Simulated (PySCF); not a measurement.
SMILES O=C(O)[SiH2][SiH2]c1ccco1 (C₅H₈O₃Si₂) (GFN2-xTB optimised geometry):

```
18

O     -1.865     1.066    -3.060
C     -2.761     0.739    -2.322
O     -3.553     1.636    -1.721
Si    -3.185    -1.051    -1.792
Si    -1.719    -1.598    -0.075
C     -0.399    -0.271     0.000
C      0.970    -0.271     0.000
C      1.380     1.081     0.000
C      0.233     1.813    -0.003
O     -0.841     1.014    -0.004
H     -3.295     2.545    -1.955
H     -4.605    -1.015    -1.428
H     -3.042    -1.867    -3.003
H     -2.383    -1.659     1.238
H     -1.012    -2.872    -0.252
H      1.600    -1.137     0.001
H      2.383     1.455    -0.002
H      0.060     2.872    -0.005
```

Computed with PySCF with PBE0/def2-SVP.

### Question
What are the frontier orbital energies and the dipole moment?

### Answer
HOMO-2 -8.23 eV, HOMO-1 -7.51 eV, HOMO -6.69 eV, LUMO -0.66 eV, LUMO+1 -0.46 eV; dipole moment 1.19 D.

Meta-Löwdin charges at PBE0/def2-SVP: O1 -0.43, C2 0.32, O3 -0.43, Si4 0.32, Si5 0.37, C6 -0.07, C7 -0.15, C8 -0.17, C9 0.06, O10 -0.23, H11 0.33, H12 -0.07, H13 -0.07, H14 -0.08, H15 -0.07, H16 0.12, H17 0.12, H18 0.13.
